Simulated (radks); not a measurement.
Initial-state core-level shifts of the indium ion In2+ when its valence configuration changes from [Kr] 4d10 5s1. Method: scalar-relativistic Kohn-Sham, LDA (Slater exchange, Perdew-Wang correlation), spin-polarised, spherical densities, finite nucleus; open shells are filled with parallel spins first (spin-orbit coupling, left out, can overturn this in heavy ions); Fermi nuclear charge, rms radius 4.6156 fm; computed with a radial shooting solver on a logarithmic mesh with Libxc functionals. Shifts are changes of the shell-averaged eigenvalues in eV (positive: less bound); the change of the density at the nucleus, which sets a Mossbauer isomer shift, is in e/bohr^3, on a base of 1.788e+05.

| valence | 1s | 2s | 4s | 4p | density at nucleus |
|---|---|---|---|---|---|
| 4d9 5s1 5p1 | -7.657 | -8.015 | -6.982 | -6.728 | +10.58 |
| 4d9 5p2 | -9.042 | -9.378 | -8.357 | -8.093 | -33.63 |
| 4d10 5p1 | -1.471 | -1.440 | -1.469 | -1.462 | -39.56 |
| 4d9 5s0.5 5p1.5 | -8.354 | -8.701 | -7.674 | -7.415 | -11.34 |
| 4d9 5s1.5 5p0.5 | -7.047 | -7.414 | -6.362 | -6.113 | +32.05 |
| 4d9 5s2 | -6.364 | -6.742 | -5.682 | -5.438 | +52.82 |
| 4d8 5s1 5p2 | -15.494 | -16.280 | -13.918 | -13.383 | +22.66 |
| 4d9.5 5s1 5p0.5 | -3.807 | -3.977 | -3.497 | -3.374 | +5.06 |
| 4d9.5 5s1.5 | -3.147 | -3.331 | -2.829 | -2.709 | +25.48 |
